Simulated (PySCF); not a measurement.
Spinor energies of Fe¹⁸⁺ (iron, charge +18)

Start: [He] 2s2 2p4; 2p1/2 filled at m_j = -1/2, +1/2; 2p3/2 filled at m_j = +1/2, +3/2. Calculated with PySCF 2.14 in an uncontracted even-tempered set (18 s from 4.2 bohr⁻², ratio 2.4; 11 p from 5.4 bohr⁻², ratio 2.4; 5 d from 23 bohr⁻², ratio 2.6; 5 f from 34 bohr⁻², ratio 2.6): generalised Hartree-Fock with the X2C-1e Hamiltonian and a Gaussian nucleus; one run each with spin-orbit coupling (SO) switched off, then screened by Boettger's factors.

```tsv
spinor shell	electrons	ε, spin-free (eV)	ε, screened SO (eV)	weight of nominal j (screened SO)	rms radius, screened SO (bohr)
1s1/2	2	-7987.0	-7986.2	1.000	0.0672
2s1/2	2	-1571.0	-1570.8	1.000	0.276
2p1/2	2	-1472.1	-1481.5	0.742	0.243
2p3/2	2	-1472.1	-1465.1	0.784	0.245
```

| quantity | spin-free | screened SO |
| --- | --- | --- |
| E (hartree) | -1051.84572 | -1052.10465 |
| M_J | 2 | 2 |
| ⟨J²⟩ | 6.000 | 6.001 |
| ⟨L²⟩ | 2.000 | 2.398 |
| ⟨S²⟩ | 2.000 | 1.802 |

Each row is a mean over spinors that exchange with the open shell spreads, by up to 35.514 eV (2s1/2).

Rows whose weight is well below 1 are mixtures of j = l ± 1/2: exchange outweighs spin-orbit coupling there, and the label is only the starting occupation.

Without spin-orbit coupling the j labels of p, d and f shells carry no meaning; the spin-free column gives the mean over the occupied spinors of each nl shell.
